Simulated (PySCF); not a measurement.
C2H3O2, SMILES [CH2]OC=O, multiplicity 2.

The structure is a stationary point at B3LYP-D3(BJ)/def2-SVP. The isomer is the one that the SMILES or the coordinates give; other isomers of the formula were not compared. Other conformers were not sampled.

Two levels are set side by side: PBE/def2-TZVPD (PySCF) and B3LYP/def2-TZVPD (PySCF). Same geometry, gas phase. Differences are taken from unrounded values.

```
quantity                     B3LYP
---------------------------  -----
α-spin orbital gap (eV)       5.20
β-spin orbital gap (eV)       6.14
dipole moment (D)             1.78
mean polarisability (bohr³)   36.1
```

Q: What does PBE give, and how far is it from B3LYP? (The exact figures need the calculation; the answer reports its results.)

A: 
```csv
quantity,PBE,PBE minus B3LYP
α-spin orbital gap (eV),3.44,-1.77
β-spin orbital gap (eV),3.85,-2.29
dipole moment (D),1.77,0.00
mean polarisability (bohr³),38.0,1.9
```

Loosely held outer electrons make PBE densities more polarisable. Differences between two approximate levels are no errors against the true value.

Rough cost on one machine, each run with all the roots and properties that it gave: B3LYP against PBE within a factor of 2.
